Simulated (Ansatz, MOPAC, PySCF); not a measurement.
GaH3 (SMILES [GaH3]) and C3H9N (SMILES CN(C)C) are pulled apart as rigid monomers along the line of their centres of mass, from the B3LYP-D3(BJ)/def2-TZVP minimum. Starting geometry (charge 0, multiplicity 1):
```xyz
17

Ga    -0.74919     0.40673     1.71061
H     -1.49296     1.74067     2.13117
H      0.59105     0.53920     0.87651
H     -1.62811    -0.89357     1.49562
C     -0.97428    -0.27799     4.60763
N      0.11570    -0.10150     3.63323
C      0.87998    -1.35208     3.48973
C      1.00450     0.99466     4.05410
H     -0.57549    -0.53670     5.59481
H     -1.63611    -1.07188     4.26703
H     -1.54481     0.64585     4.68026
H      1.33389    -1.64223     4.44382
H      1.66232    -1.21221     2.74632
H      0.21416    -2.14382     3.15194
H      1.46173     0.77375     5.02500
H      1.78682     1.12933     3.30971
H      0.42966     1.91575     4.12780
```

Interaction energies with rigid monomers; basis-set methods are counterpoise corrected unless marked otherwise.

Rows in 6-31G* carry no dispersion term and start afresh at each structure (6-31G* with six Cartesian d functions); the Pople sets are all-electron and without relativity. The state that PM3, PM6 reach isn't checked.

The values were computed with Ansatz (Gaussian orbitals); MOPAC for PM3, PM6 (differences of heats of formation); PySCF for 6-31G* rows. Values without a source in brackets are computed.

```
Ga1···N6 (Å)  PM3 (kcal/mol)  PM6 (kcal/mol)  HF/6-31G* (kcal/mol)  BP86/6-31G* (no counterpoise) (kcal/mol)  r2SCAN/def2-TZVPPD (kcal/mol)
------------  --------------  --------------  --------------------  ----------------------------------------  -----------------------------
1.95                  -59.41          -25.35                -16.98                                    -24.15                            [?]
2.17                  -51.98          -30.79                -23.95                                    -29.47                         -32.52
2.49                  -46.33          -21.24                -21.13                                    -25.29                         -26.60
3.04                  -30.32           -6.41                -11.76                                    -14.25                         -14.23
3.90                     [?]           -1.20                 -4.02                                     -4.92                          -4.42
```

Task: Complete the blanks.

Result: 
- 3.90, PM3 (kcal/mol): -13.72
- 1.95, r2SCAN/def2-TZVPPD (kcal/mol): -28.79

Ansatz is a quantum-chemistry and plane-wave program.
